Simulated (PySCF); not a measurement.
Isomers of C6H11F2N, mass 135.086 u with the commonest isotopes. Method: PBE0/pcSseg-1 in PySCF (dipole) on a GFN2-xTB geometry, gas phase. One conformer each, none proved a minimum here; rigid rotors.

Question: Order these by out-of-plane moment Σ m c² = (Ia + Ib − Ic)/2, largest first.
A. `[CH2:1]=[C:2]([CH3:3])[C@@H:4]([NH:5][CH3:6])[CH:7]([F:8])[F:9]` with C1–C2–C4–N5 128°, C2–C4–N5–C6 -70°, C2–C4–C7–F8 172°
B. `[CH3:1][CH:2]([CH3:3])[C@@:4]1([CH:5]([F:6])[F:7])[CH2:8][NH:9]1` with C1–C2–C4–C5 56°, C2–C4–C5–F6 -81°
C. `[CH3:1][CH2:2][C@@:3]1([CH:4]([F:5])[F:6])[CH2:7][CH2:8][NH:9]1` with C1–C2–C3–C4 68°, C2–C3–C4–F5 -179°, C2–C3–C7–C8 125°, C3–C7–C8–N9 -9°, C7–C8–N9–C3 10°, C2–C3–N9–C8 -128°

Answer: B (88.28 u·Å²), C (70.00 u·Å²), A (62.22 u·Å²).

Question: Order these by radius of gyration √(Σ m r²/M), smallest first.
A. `[CH3:1][CH2:2][C@@:3]1([CH:4]([F:5])[F:6])[CH2:7][CH2:8][NH:9]1` with C1–C2–C3–C4 68°, C2–C3–C4–F5 -179°, C2–C3–C7–C8 125°, C3–C7–C8–N9 -9°, C7–C8–N9–C3 10°, C2–C3–N9–C8 -128°
B. `[CH2:1]=[C:2]([CH3:3])[C@@H:4]([NH:5][CH3:6])[CH:7]([F:8])[F:9]` with C1–C2–C4–N5 128°, C2–C4–N5–C6 -70°, C2–C4–C7–F8 172°
C. `[CH3:1][CH:2]([CH3:3])[C@@:4]1([CH:5]([F:6])[F:7])[CH2:8][NH:9]1` with C1–C2–C4–C5 56°, C2–C4–C5–F6 -81°

Answer: A (1.948 Å), C (1.969 Å), B (2.074 Å).

```csv
SMILES,point group,Ia (u·Å²),Ib (u·Å²),Ic (u·Å²),κ,μa (D),μb (D),μc (D)
C=C(C)[C@@H](NC)C(F)F,C1,276.21,366.92,518.68,-0.06,1.73,0.84,0.22
CC[C@@]1(C(F)F)CCN1,C1,280.30,302.43,442.72,0.60,0.64,0.57,0.38
CC(C)[C@@]1(C(F)F)CN1,C1,245.80,366.03,435.26,-0.51,1.04,0.58,1.50
```
